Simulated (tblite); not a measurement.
C6H6OP2S.
Numbering: `[CH3:1][S:2][c:3]1[p:4][cH:5][c:6]([CH:7]=[O:8])[cH:9][p:10]1` (hydrogens: H11, H12, H13 on C1; H14 on C5; H15 on C7; H16 on C9)

Cartesian coordinates in Å at the GFN2-xTB level; atoms count from 1:
```
atom  x, y, z in Å
C1     3.6665    0.0275    0.1508
S2     2.6585   -0.7413    1.4463
C3     1.0101   -0.4075    0.9343
P4     0.7485    0.4999   -0.5469
C5    -0.9713    0.5789   -0.6314
C6    -1.9302    0.0660    0.2328
C7    -3.3403    0.3074   -0.1220
O8    -3.7203    0.9022   -1.0978
C9    -1.6624   -0.6503    1.3956
P10   -0.1422   -1.0904    2.0774
H11    3.4514   -0.4403   -0.8064
H12    4.7005   -0.1460    0.4318
H13    3.4603    1.0939    0.1106
H14   -1.3570    1.1138   -1.4942
H15   -4.0604   -0.1161    0.6063
H16   -2.5195   -0.9885    1.9689
```

Level: GFN2-xTB in tblite, geometry and Hessian alike; calculated harmonic values, unscaled, isolated species. This tight-binding method is rough: wavenumbers can miss measured ones by several per cent, in bad cases by 10 to 20. One conformer, not necessarily the lowest.

Harmonic wavenumbers (cm⁻¹): 46.8, 65.7, 104.4, 143.0, 191.6, 212.1, 214.6, 235.2, 239.7, 297.4, 344.7, 387.7, 454.7, 518.7, 535.9, 662.1, 725.6, 778.9, 808.3, 823.6, 865.1, 892.3, 920.3, 931.5, 932.7, 1004.0, 1057.1, 1146.5, 1247.6, 1309.5, 1373.0, 1420.8, 1426.4, 1433.5, 1462.9, 1737.4, 2753.2, 3017.4, 3017.7, 3018.0, 3022.2, 3057.5.

A = 1958, B = 512.7, C = 407.4 MHz; mass 187.961 u (most abundant isotopes); point group Cs, symmetry number 1.

Zero-point energy?

Half the sum of the wavenumbers: 22419 cm⁻¹ = 268.19 kJ/mol.

Give the ideal-gas entropy at 298.15 K and 1 bar in the rigid-rotor, harmonic-oscillator model (classical rotation).

Translation 174.16, rotation 129.88, vibration 138.64: S = 442.7 J/(mol K).

And Cp and H(298.15 K) − H(0)?

Cp = 172.17 J/(mol K), of which vibrations give 138.92 (their classical limit is 42 R = 349.2); H(298.15 K) − H(0) = 31.82 kJ/mol without the zero-point energy, 21.91 from vibrations.

Blend soft modes into free rotors: weight 1/[1 + (100 cm⁻¹/ν̃)⁴] for the oscillator and the rest for a rotor with moment μB/(μ + B), μ = h/(8π²ν), B = 10⁻⁴⁴ kg m². What vibrational entropy results?

128.60 J/(mol K) in place of 138.64, which changes −T·S at 298.15 K by +2.99 kJ/mol.

Which modes carry the vibrational entropy at 298.15 K?

46.8 cm⁻¹: 20.70; 65.7 cm⁻¹: 17.90; 104.4 cm⁻¹: 14.10; 143.0 cm⁻¹: 11.56; 191.6 cm⁻¹: 9.26; 212.1 cm⁻¹: 8.47 J/(mol K); the other 36 give 56.64 together.

Hindered rotation and anharmonicity are outside this model. Other conformers, if any are populated, would add a mixing term that is left out.
